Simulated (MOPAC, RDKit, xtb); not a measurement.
Relaxed torsion scan: SMILES CC(C)c1cccc(C(F)(F)F)c1, singlet. Scanned: dihedral C1–C2–C4–C5; all other coordinates were relaxed at GFN2-xTB. Heavy atoms are numbered in the order of the SMILES CC(C)c1cccc(C(F)(F)F)c1, hydrogens after them in the order of the atoms that carry them; the mirror image has the same energies with the sign of each dihedral reversed.

- MMFF94 // GFN2-xTB (RDKit)
- UFF // GFN2-xTB (RDKit)
- PM3, restricted, heats of formation // GFN2-xTB (MOPAC)
- GFN1-xTB // GFN2-xTB (xtb)

Energies relative to the lowest point of each profile, in kcal/mol:

| φ / ° | MMFF94 | UFF | PM3 |
|---|---|---|---|
| -160 | 3.6 | 7.6 | 2.3 |
| -100 | 0.9 | 2.1 | 0.7 |
| -80 | 0.3 | 0.7 | 0.3 |
| -20 | 1.0 | 2.4 | 0.8 |
| 0 | 2.0 | 4.5 | 1.5 |
| 20 | 3.3 | 7.2 | 2.3 |
| 60 | 2.0 | 4.2 | 1.4 |
| 80 | 0.9 | 2.0 | 0.8 |
| 100 | 0.3 | 0.6 | 0.4 |
| 120 | 0.0 | 0.1 | 0.1 |
| 140 | 0.4 | 0.9 | 0.5 |
| 160 | 1.1 | 2.4 | 0.8 |

Predict the corresponding GFN1-xTB column.

-160: 2.4; -100: 0.7; -80: 0.3; -20: 0.8; 0: 1.5; 20: 2.3; 60: 1.3; 80: 0.6; 100: 0.2; 120: 0.0; 140: 0.3; 160: 0.7 (kcal/mol).
